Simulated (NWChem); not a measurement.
Program: NWChem. System: C2H2Cl, charge 0, spin multiplicity 2, displaced from the optimised geometry. The structure started from a generated list of species. Its SCF solution wasn't tested for a lower state.

Job file:

```
start mol
memory heap 200 mb stack 900 mb global 1100 mb
geometry units angstroms nocenter noautoz
  C      1.725884    -0.341949     0.000000
  C      0.444741    -0.715553     0.000000
  Cl    -0.911320     0.444631     0.000000
  H      2.363470     0.565398     0.000000
  H      0.105229    -1.779116     0.000000
  symmetry group Cs
end
basis spherical
  * library def2-tzvp
end
dft
  xc pbe0
  odft
  mult 2
  semidirect memsize 60000000 filesize 0
  iterations 100
  convergence nodiis damp 40
end
task dft gradient
```

The output up to the point where the run's verdict is printed (cleaned and shortened):

```
             Northwest Computational Chemistry Package (NWChem) 7.3.0
             --------------------------------------------------------

                                NWChem Input Module
                                -------------------

 Scaling coordinates for geometry "geometry" by  1.889725989
 (inverse scale =  0.529177249)

 Turning off AUTOSYM since
 SYMMETRY directive was detected!

                             Geometry "geometry" -> ""
                             -------------------------

 Output coordinates in angstroms (scale by  1.889725989 to convert to a.u.)

  No.       Tag          Charge          X              Y              Z
 ---- ---------------- ---------- -------------- -------------- --------------
    1 C                    6.0000     1.72588400    -0.34194900     0.00000000
    2 C                    6.0000     0.44474100    -0.71555300     0.00000000
    3 Cl                  17.0000    -0.91132000     0.44463100     0.00000000
    4 H                    1.0000     2.36347000     0.56539800     0.00000000
    5 H                    1.0000     0.10522900    -1.77911600     0.00000000

 Effective nuclear repulsion energy (a.u.)      79.2694739421

            Nuclear Dipole moment (a.u.)
            ----------------------------
        X                 Y               Z
 ---------------- ---------------- ----------------
     0.0000170075    -0.0000056692     0.0000000000

      Symmetry information
      --------------------

 Group name             Cs
 Group number              2
 Group order               2
 No. of unique centers     5

      Symmetry unique atoms

     1    2    3    4    5


 Summary of "ao basis" -> "" (spherical)
 ------------------------------------------------------------------------------
       Tag                 Description            Shells   Functions and Types
 ---------------- ------------------------------  ------  ---------------------
 *                         def2-tzvp                  on all atoms

                                 NWChem DFT Module
                                 -----------------
[...]
 d= 0,ls=0.5         73   -301.1042664580  8.68D+01  1.46D-01              58.3
                                                     1.11D-01
 d= 0,ls=0.5         74   -387.8841799305 -8.68D+01  1.46D-01              59.2
                                                     1.11D-01
 d= 0,ls=0.5         75   -301.1042664580  8.68D+01  1.46D-01              59.9
                                                     1.11D-01
 d= 0,ls=0.5         76   -387.8841799305 -8.68D+01  1.46D-01              60.7
                                                     1.11D-01
 d= 0,ls=0.5         77   -301.1042664580  8.68D+01  1.46D-01              61.5
                                                     1.11D-01
 d= 0,ls=0.5         78   -387.8841799305 -8.68D+01  1.46D-01              62.3
                                                     1.11D-01
 d= 0,ls=0.5         79   -301.1042664580  8.68D+01  1.46D-01              63.1
                                                     1.11D-01
 d= 0,ls=0.5         80   -387.8841799305 -8.68D+01  1.46D-01              63.8
                                                     1.11D-01
 d= 0,ls=0.5         81   -301.1042664580  8.68D+01  1.46D-01              64.5
                                                     1.11D-01
 d= 0,ls=0.5         82   -387.8841799305 -8.68D+01  1.46D-01              65.3
                                                     1.11D-01
 d= 0,ls=0.5         83   -301.1042664580  8.68D+01  1.46D-01              66.1
                                                     1.11D-01
 d= 0,ls=0.5         84   -387.8841799305 -8.68D+01  1.46D-01              66.8
                                                     1.11D-01
 d= 0,ls=0.5         85   -301.1042664580  8.68D+01  1.46D-01              67.8
                                                     1.11D-01
 d= 0,ls=0.5         86   -387.8841799305 -8.68D+01  1.46D-01              68.8
                                                     1.11D-01
 d= 0,ls=0.5         87   -301.1042664580  8.68D+01  1.46D-01              69.8
                                                     1.11D-01
 d= 0,ls=0.5         88   -387.8841799305 -8.68D+01  1.46D-01              70.8
                                                     1.11D-01
 d= 0,ls=0.5         89   -301.1042664580  8.68D+01  1.46D-01              71.6
                                                     1.11D-01
 d= 0,ls=0.5         90   -387.8841799305 -8.68D+01  1.46D-01              72.5
                                                     1.11D-01
 d= 0,ls=0.5         91   -301.1042664580  8.68D+01  1.46D-01              73.3
                                                     1.11D-01
 d= 0,ls=0.5         92   -387.8841799305 -8.68D+01  1.46D-01              74.1
                                                     1.11D-01
 d= 0,ls=0.5         93   -301.1042664580  8.68D+01  1.46D-01              74.8
                                                     1.11D-01
 d= 0,ls=0.5         94   -387.8841799305 -8.68D+01  1.46D-01              75.6
                                                     1.11D-01
 d= 0,ls=0.5         95   -301.1042664580  8.68D+01  1.46D-01              76.3
                                                     1.11D-01
 d= 0,ls=0.5         96   -387.8841799305 -8.68D+01  1.46D-01              77.0
                                                     1.11D-01
 d= 0,ls=0.5         97   -301.1042664580  8.68D+01  1.46D-01              77.8
                                                     1.11D-01
 d= 0,ls=0.5         98   -387.8841799305 -8.68D+01  1.46D-01              78.5
                                                     1.11D-01
 d= 0,ls=0.5         99   -301.1042664580  8.68D+01  1.46D-01              79.2
                                                     1.11D-01
 d= 0,ls=0.5        100   -387.8841799305 -8.68D+01  1.46D-01              80.1
                                                     1.11D-01
```

Convergence was not reached. The next line reads: Calculation failed to converge. NWChem stopped with the message: dft gradient failed.
